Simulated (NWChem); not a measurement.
System: DMF (C3H7NO); SMILES CN(C)C=O

Output (shortened):

```
             Northwest Computational Chemistry Package (NWChem) 7.3.0
             --------------------------------------------------------

 CS  symmetry detected

                             Geometry "geometry" -> ""
                             -------------------------

 Output coordinates in angstroms (scale by  1.889725989 to convert to a.u.)

  No.       Tag          Charge          X              Y              Z
 ---- ---------------- ---------- -------------- -------------- --------------
    1 C                    6.0000     0.77651732    -1.57099537     0.00000000
    2 N                    7.0000     0.02310452    -0.34865219     0.00000000
    3 C                    6.0000    -1.41433519    -0.43123531     0.00000000
    4 C                    6.0000     0.63129546     0.86890908     0.00000000
    5 O                    8.0000     0.06825983     1.93909584     0.00000000
    6 H                    1.0000     1.85223305    -1.34306308     0.00000000
    7 H                    1.0000     0.55492870    -2.18298746     0.89216356
    8 H                    1.0000     0.55492870    -2.18298746    -0.89216356
    9 H                    1.0000    -1.81126728     0.59204496     0.00000000
   10 H                    1.0000    -1.78215016    -0.96364889    -0.89400277
   11 H                    1.0000    -1.78215016    -0.96364889     0.89400277
   12 H                    1.0000     1.74480138     0.77201904     0.00000000

 Effective nuclear repulsion energy (a.u.)     182.0679011491

      Symmetry information
      --------------------

 Group name             Cs
 Group number              2
 Group order               2
 No. of unique centers    10

                                 NWChem DFT Module
                                 -----------------

 Summary of "ao basis" -> "ao basis" (spherical)
 ------------------------------------------------------------------------------
       Tag                 Description            Shells   Functions and Types
 ---------------- ------------------------------  ------  ---------------------
 C                          def2-svp                 6       14   3s2p1d
 N                          def2-svp                 6       14   3s2p1d
 O                          def2-svp                 6       14   3s2p1d
 H                          def2-svp                 3        5   2s1p

      Symmetry analysis of basis
      --------------------------

        a'         72
        a"         33

            General Information
            -------------------
          SCF calculation type: DFT
          Wavefunction type:  closed shell.
          No. of atoms     :    12
          No. of electrons :    40
           Alpha electrons :    20
            Beta electrons :    20
          Charge           :     0
          Spin multiplicity:     1
          Use of symmetry is: on ; symmetry adaption is: on
          Maximum number of iterations: 150
          AO basis - number of functions:   105
                     number of shells:    51
          Convergence on energy requested:  1.00D-06
          Convergence on density requested:  1.00D-05
          Convergence on gradient requested:  5.00D-04

              XC Information
              --------------
                         B3LYP Method XC Potential
                     Hartree-Fock (Exact) Exchange  0.200
                        Slater Exchange Functional  0.800 local
                    Becke 1988 Exchange Functional  0.720 non-local
              Lee-Yang-Parr Correlation Functional  0.810
                  VWN I RPA Correlation Functional  0.190 local

             Grid Information
             ----------------
          Grid used for XC integration:  medium
          Radial quadrature: Mura-Knowles
          Angular quadrature: Lebedev.
          Tag              B.-S. Rad. Rad. Pts. Rad. Cut. Ang. Pts.
          ---              ---------- --------- --------- ---------
          C                   0.70       49          10.0       434
          N                   0.65       49           7.0       434
          O                   0.60       49          11.0       434
          H                   0.35       45          11.0       434
          Grid pruning is: on
          Number of quadrature shells:   470
          Spatial weights used:  Erf1

      Superposition of Atomic Density Guess
      -------------------------------------

 Sum of atomic energies:        -245.30472010

      Non-variational initial energy
      ------------------------------

 Total energy =    -248.406640
 1-e energy   =    -692.375310
 2-e energy   =     261.900769
 HOMO         =      -0.287439
 LUMO         =       0.044187

      Symmetry analysis of molecular orbitals - initial
      -------------------------------------------------

  Numbering of irreducible representations:

     1 a'          2 a"

  Orbital symmetries:

     1 a'          2 a'          3 a'          4 a'          5 a'
     6 a'          7 a'          8 a'          9 a'         10 a'
    11 a'         12 a'         13 a"         14 a"         15 a'
    16 a"         17 a'         18 a'         19 a'         20 a"
    21 a"         22 a'         23 a'         24 a'         25 a'
    26 a'         27 a"         28 a"         29 a'         30 a'

     ---------------------------------------------
      Total Density - Mulliken Population Analysis
     ---------------------------------------------

    Atom       Charge   Shell Charges
 -----------   ------   -------------------------------------------------------
    1 C    6     6.01   1.99  0.94  0.18  1.95  0.92  0.04
    2 N    7     7.38   1.99  1.01  0.45  2.36  1.55  0.03
    3 C    6     6.03   1.99  0.94  0.19  1.96  0.93  0.04
    4 C    6     5.35   1.99  0.91  0.21  1.60  0.54  0.10
    5 O    8     8.79   1.99  1.13  0.68  3.11  1.87  0.01
    6 H    1     0.91   0.68  0.21  0.02
    7 H    1     0.92   0.68  0.21  0.02
    8 H    1     0.92   0.68  0.21  0.02
    9 H    1     0.91   0.68  0.21  0.02
   10 H    1     0.91   0.68  0.21  0.02
   11 H    1     0.91   0.68  0.21  0.02
   12 H    1     0.96   0.69  0.25  0.02

   convergence    iter        energy       DeltaE   RMS-Dens  Diis-err
 ---------------- ----- ----------------- --------- --------- ---------
 d= 0,ls=0.0,diis     1   -248.2065362116 -4.30D+02  2.13D-02  1.02D+00
 d= 0,ls=0.0,diis     2   -247.8079241766  3.99D-01  1.59D-02  5.10D+00
 d= 0,ls=0.0,diis     3   -248.3255381473 -5.18D-01  1.97D-03  4.98D-02
 d= 0,ls=0.0,diis     4   -248.3283444400 -2.81D-03  8.29D-04  2.20D-02
 d= 0,ls=0.0,diis     5   -248.3306197436 -2.28D-03  2.05D-04  8.09D-04
  Resetting Diis
 d= 0,ls=0.0,diis     6   -248.3307001133 -8.04D-05  6.01D-05  5.86D-05
 d= 0,ls=0.0,diis     7   -248.3307073620 -7.25D-06  2.67D-05  1.68D-06
 d= 0,ls=0.0,diis     8   -248.3307069386  4.23D-07  1.58D-05  6.12D-06
 d= 0,ls=0.0,diis     9   -248.3307075429 -6.04D-07  2.68D-06  1.47D-07

         Total DFT energy =     -248.330707542910
      One electron energy =     -696.549975190937
           Coulomb energy =      300.530964041535
    Exchange-Corr. energy =      -34.379597542631
 Nuclear repulsion energy =      182.067901149123

 Numeric. integr. density =       39.999988838309

                  Occupations of the irreducible representations
                  ----------------------------------------------

                     irrep           alpha         beta
                     --------     --------     --------
                     a'               16.0         16.0
                     a"                4.0          4.0

                       DFT Final Molecular Orbital Analysis
                       ------------------------------------

 Vector   18  Occ=2.000000D+00  E=-3.806507D-01  Symmetry=a"
              MO Center=  2.8D-02,  8.7D-01, -2.4D-16, r^2= 2.7D+00
   Bfn.  Coefficient  Atom+Function         Bfn.  Coefficient  Atom+Function
  ----- ------------  ---------------      ----- ------------  ---------------
    62      0.402602   5 O  pz               48      0.364042   4 C  pz
    65      0.244440   5 O  pz               51      0.211032   4 C  pz
    34     -0.174889   3 C  pz               91      0.138957  10 H  s
    96     -0.138957  11 H  s                20     -0.119915   2 N  pz
     6     -0.098591   1 C  pz               76     -0.082929   7 H  s

 Vector   19  Occ=2.000000D+00  E=-2.569066D-01  Symmetry=a'
              MO Center=  2.7D-01,  1.6D+00, -4.4D-17, r^2= 1.6D+00
   Bfn.  Coefficient  Atom+Function         Bfn.  Coefficient  Atom+Function
  ----- ------------  ---------------      ----- ------------  ---------------
    60      0.529122   5 O  px               63      0.358382   5 O  px
    17      0.327169   2 N  s                61      0.253597   5 O  py
   101     -0.229023  12 H  s               102     -0.196304  12 H  s
    64      0.193511   5 O  py               50      0.153943   4 C  py
    19     -0.150028   2 N  py               22      0.129847   2 N  py

 Vector   20  Occ=2.000000D+00  E=-2.475865D-01  Symmetry=a"
              MO Center= -6.1D-02,  8.0D-02, -6.2D-16, r^2= 2.9D+00
   Bfn.  Coefficient  Atom+Function         Bfn.  Coefficient  Atom+Function
  ----- ------------  ---------------      ----- ------------  ---------------
    20      0.480087   2 N  pz               23     -0.404889   2 N  pz
    62      0.352693   5 O  pz               65      0.270201   5 O  pz
    76      0.144704   7 H  s                81     -0.144704   8 H  s
    91     -0.134070  10 H  s                96      0.134070  11 H  s
    77      0.128456   7 H  s                82     -0.128456   8 H  s

[...]
```

Level: B3LYP/def2-SVP. Coordinates come from a PBE0/def2-SVP optimisation. B3LYP is NWChem's, with the RPA form of VWN correlation.

Problem. Which NWChem input produces such a log?

Solution. This is not unique; one that fits is the input that was run:
```
start job
memory heap 200 mb stack 900 mb global 1100 mb
geometry units angstroms noautoz
  C      0.770340    -1.573301    -0.000429
  N      0.020792    -0.348584    -0.000298
  C     -1.416901    -0.426626    -0.001417
  C      0.632826     0.867050    -0.000068
  O      0.073174     1.939010    -0.000625
  H      1.846769    -1.348768     0.002293
  H      0.544804    -2.185765     0.890403
  H      0.548836    -2.183415    -0.893922
  H     -1.810599     0.597903    -0.000991
  H     -1.785763    -0.956809    -0.896354
  H     -1.787028    -0.958941     0.891651
  H      1.746020     0.766643     0.000784
end
basis spherical
  * library def2-svp
end
dft
  xc b3lyp
  iterations 150
  mulliken
end
task dft energy
```
